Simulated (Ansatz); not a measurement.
Stepwise reaction of `[Cl][Y]([Cl])[Cl]` with ammonia, as a gas-phase model of exchange steps in deposition or etching. ΔE in kJ/mol.

Program: Ansatz. Geometries: PBE0-D4/def2-TZVP. ΔE: electronic, gas phase. CCSD(T)/CBS adds triple-zeta CCSD(T) − MP2 to the extrapolated MP2 energy (def2 sets, frozen cores). This one scheme is used for every species. DFT in def2-TZVPP. B3LYP here is the variant with VWN-RPA as its local correlation; programs differ in this. def2 core potentials past Kr. For Y outer-core shells are correlated without core-valence functions, which leaves a few kJ/mol of doubt a bond. One conformer a species, not always the lowest.

```tsv
step	reaction	PBE-D4	B3LYP-D4	ωB97M-V	CCSD(T)/CBS
1	`[Cl][Y]([Cl])[Cl]` + NH₃ → `[NH2][Y]([Cl])[Cl]` + HCl	113.2	117.3	118.6	120.5
2	`[NH2][Y]([Cl])[Cl]` + NH₃ → `[NH2][Y]([NH2])[Cl]` + HCl	129.3	133.9	135.4	135.6
3	`[NH2][Y]([NH2])[Cl]` + NH₃ → `[NH2][Y]([NH2])[NH2]` + HCl	142.7	147.8	149.3	147.7
```

(1) By hand: ΔE of the 3 steps together at CCSD(T)/CBS.

## Answers

(1) (120.5) + (135.6) + (147.7) = 403.8 kJ/mol, or 134.6 kJ/mol a step.

In ΔE each step is higher than the one before. All are uphill at CCSD(T)/CBS. PBE-D4 differs from CCSD(T)/CBS by -7.3 to -5.0 kJ/mol a step. Isolated molecules leave out the surface, adducts and barriers. Largest T1 diagnostic: 0.012.
